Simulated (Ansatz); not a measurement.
`[OH][In]([SH])[SH]`, relaxed with RKS PBE0-D4/def2-TZVP in the Gaussian-basis code of Ansatz from a GFN2-xTB geometry. The force threshold is 0.005 eV/Å; the program also tests the step.

The species carries charge 0 and has multiplicity 1. In: def2 effective core potential.

Start:

```xyz
7

O    -1.193    0.286    1.467
In    0.082   -0.021    0.018
S    -1.050   -0.036   -2.107
S     2.440   -0.320    0.509
H    -0.836    0.316    2.353
H    -2.185    0.187   -1.461
H     2.741   -0.412   -0.780
```

Q: By how much does the energy fall, and how many steps does the optimiser take? (An estimate is asked.)

A: Ansatz gave: 1.26 kcal/mol, in 7 steps, 2 of them rejected.

Q: Which bonds change most? (An estimate is asked.)

A: The calculation gave: In2–S4 from 2.427 to 2.374 Å; In2–S3 from 2.408 to 2.365 Å; O1–In2 from 1.954 to 1.977 Å; S3–H6 from 1.324 to 1.345 Å.

Q: Give the relaxed structure. (An estimate is asked.)

A: Ansatz gave: 
```xyz
7

O    -1.201    0.291    1.547
In    0.054   -0.003    0.048
S    -0.950   -0.040   -2.094
S     2.371   -0.286    0.482
H    -0.774    0.303    2.407
H    -2.171    0.170   -1.571
H     2.672   -0.434   -0.819
```
